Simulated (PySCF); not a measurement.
C₃H₇S, SMILES S([CH2])CC, multiplicity 2.

Geometry: PBE0-D3(BJ)/def2-SVP. The isomer is the one that the SMILES or the coordinates give; other isomers of the formula were not compared. One conformer was computed; it need not be the lowest.

Two levels are set side by side: PBE/def2-TZVP (PySCF) and CAM-B3LYP/def2-TZVP (PySCF). Same geometry, gas phase. Differences are taken from unrounded values.

| quantity | PBE |
|---|---|
| α-spin orbital gap (eV) | 3.68 |
| β-spin orbital gap (eV) | 4.10 |
| dipole moment (D) | 1.48 |
| mean polarisability (bohr³) | 58.6 |

Problem. These are the PBE values. What does CAM-B3LYP give? (The exact figures need the calculation; the answer reports its results.)

Solution. 
```csv
quantity,CAM-B3LYP,PBE minus CAM-B3LYP
α-spin orbital gap (eV),8.25,-4.57
β-spin orbital gap (eV),8.62,-4.52
dipole moment (D),1.48,0.00
mean polarisability (bohr³),56.4,2.2
```

PBE's more diffuse valence density responds more strongly to a field. Differences between two approximate levels are no errors against the true value.

Rough cost on one machine, each run with all the roots and properties that it gave: CAM-B3LYP against PBE within a factor of 2.
